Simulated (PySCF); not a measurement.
All values below come from PySCF with B3LYP-D3(BJ)/def2-TZVP // TPSS-D3(BJ)/def2-SVP. All species are isolated molecules in the gas phase. One relaxed conformer stands for a flexible species; it need not be the lowest. B3LYP has the VWN-RPA correlation part, as in Gaussian. 

Reference species: [Zr(Cl)4] (neutral, multiplicity 1).

```json
{
  "HOMO": "-9.43 eV",
  "coordination_number": "4",
  "mean_distance_from_the_central_atom_to_its_bonded_neighbours": "2.337 Å"
}
```

Changed species: [Zr(Cl)(NH2)3] (3 of 4 Cl replaced by NH2; the reference has 0 of 4 Cl replaced by NH2).

Task: Give the shifts of the HOMO, coordination number and mean distance from the central atom to its bonded neighbours.

Result: the HOMO rises by 2.33 eV, to -7.10 eV; the coordination number hardly moves; the mean distance from the central atom to its bonded neighbours decreases by 0.203 Å, to 2.134 Å.
